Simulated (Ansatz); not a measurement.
`BS[SiH2]C` + `[AsH3]` → `C[SiH2][AsH2]` + `BS` at 600 K and 1 bar (ligand exchange at the Si–S bond).

Isolated molecules relaxed with PBE0-D4/def2-TZVP in Ansatz; ΔE leaves out vibrations. CCSD(T)/CBS adds triple-zeta CCSD(T) − MP2 to the extrapolated MP2 energy (def2 sets, frozen cores). This one scheme is used for every species. For As outer-core shells are correlated without core-valence functions, which leaves a few kJ/mol of doubt a bond. Scalar relativity is left out up to krypton. Each species was taken in one conformer, which may not be the lowest.

```
        species  CCSD(T)/CBS energy (Eh)  H − E (kJ/mol)  S (J/(mol·K))
    `BS[SiH2]C`               -753.95937           264.7          440.3
       `[AsH3]`              -2236.79077            81.6          254.3
`C[SiH2][AsH2]`              -2566.35921           239.3          417.4
           `BS`               -424.38198           108.7          286.1
```

H − E and S are ideal-gas, rigid-rotor, harmonic terms from PBE0-D4/def2-TZVP, for one conformer and one mirror image of each species. 1 Eh = 2625.50 kJ/mol, R = 8.31446 J/(mol·K).

Problem. By hand: ΔE, ΔH, ΔS and ΔG.

Solution. ΔE = (-2566.35921) + (-424.38198) − (-753.95937) − (-2236.79077) = 0.00895 Eh = 23.5 kJ/mol. Δ(H − E) = 239.3 + 108.7 − 264.7 − 81.6 = 1.7, so ΔH = 25.2 kJ/mol. ΔS = 417.4 + 286.1 − 440.3 − 254.3 = 8.9 J/(mol·K). ΔG = 25.2 − 600 × (8.9)/1000 = 19.9 kJ/mol.

Problem. By hand: the equilibrium constant, and the temperature at which ΔG would vanish if ΔH and ΔS stayed fixed.

Solution. log₁₀ K = −ΔG/(RT ln 10) = -1.7. ΔG = 0 at ΔH/ΔS = 2831 K, far beyond where these terms or the molecules hold.

The number of gas molecules stays the same, so ΔS is small and ΔH decides. A doubt of 5 kJ/mol in ΔE shifts log₁₀ K by 0.4 here. Other conformers and mirror images would add mixing entropy, several J/(mol·K) or more a flexible species. Modes under 60 cm⁻¹, often nearly free rotors, make the harmonic entropy too high. These are equilibria of isolated gas molecules and say nothing of rates. Largest T1 diagnostic: 0.015 (customary marks: 0.02 for closed shells, 0.045 for open ones).
